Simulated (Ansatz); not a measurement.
```yaml
crystal:
  periodic: [false, false, false]
  atoms:
    - {symbol: C, position_ang: [0.440867, -3.458162, -1.717930]}
    - {symbol: C, position_ang: [1.627989, -0.800035, -0.334478]}
    - {symbol: C, position_ang: [3.312439, 0.920697, -2.475402]}
    - {symbol: C, position_ang: [-0.616063, 1.000949, 1.218880]}
    - {symbol: C, position_ang: [-2.205590, -0.756220, 3.405762]}
    - {symbol: C, position_ang: [-2.690695, 2.417785, -0.783109]}
    - {symbol: O, position_ang: [0.776213, 3.280705, 2.632746]}
    - {symbol: H, position_ang: [2.137937, -4.639680, -2.753912]}
    - {symbol: H, position_ang: [-0.563932, -4.876403, -0.197399]}
    - {symbol: H, position_ang: [-1.116261, -2.931301, -3.347470]}
    - {symbol: H, position_ang: [3.101984, -1.487921, 1.333677]}
    - {symbol: H, position_ang: [5.167160, -0.266346, -3.182375]}
    - {symbol: H, position_ang: [2.043708, 1.391950, -4.352581]}
    - {symbol: H, position_ang: [4.027920, 2.919672, -1.569291]}
    - {symbol: H, position_ang: [-0.729018, -1.878827, 4.796366]}
    - {symbol: H, position_ang: [-3.586758, -2.325250, 2.423709]}
    - {symbol: H, position_ang: [-3.508078, 0.640886, 4.705518]}
    - {symbol: H, position_ang: [-3.835009, 0.858449, -2.045084]}
    - {symbol: H, position_ang: [-4.229469, 3.636760, 0.434948]}
    - {symbol: H, position_ang: [-1.598089, 3.871076, -2.204269]}
    - {symbol: H, position_ang: [2.042741, 2.481213, 4.011669]}
basis:
  gaussian: {orbitals: pcseg-2}
hamiltonian: {xc: {name: r2SCANh}, dispersion: d3bjatm}
```

```sh
$ ansatz run in.yaml --threads 2 --pin off --events-out ev --progress --plain --max-ram 32768MiB --backend cuda --devices 0, --max-vram 18GiB
```

It prints (some lines left out):

```
Functional definition: r2SCANh
1842 factors; their error is unknown
mean field evaluation 1: about -8372.7810 eV, gradient 9.3e1 eV
mean field evaluation 2: about -7738.6113 eV, gradient 2.8e2 eV
mean field evaluation 4: about -7902.7207 eV, gradient 2.3e2 eV
mean field evaluation 8: about -8404.4484 eV, gradient 2.0e0 eV
mean field evaluation 16: about -8404.4931 eV, gradient 1.1e-3 eV
mean field -8404.49310015 eV, -308.8594246607 hartree, gradient 3.2e-6 eV, S^2 0.000000; 10 other end points of the search recorded, 0 dependent functions left out
reference -8404.49314033 eV, -308.8594261371 hartree; 29, 29 occupied and 377, 377 virtual orbitals, 1842 factors
Total energy: -8404.60798800 eV, -308.8636467111 hartree
```

In this input the coordinates are in bohr but typed as ångström. Self-consistency was reached. The result belongs to that input, not to the molecule as meant.
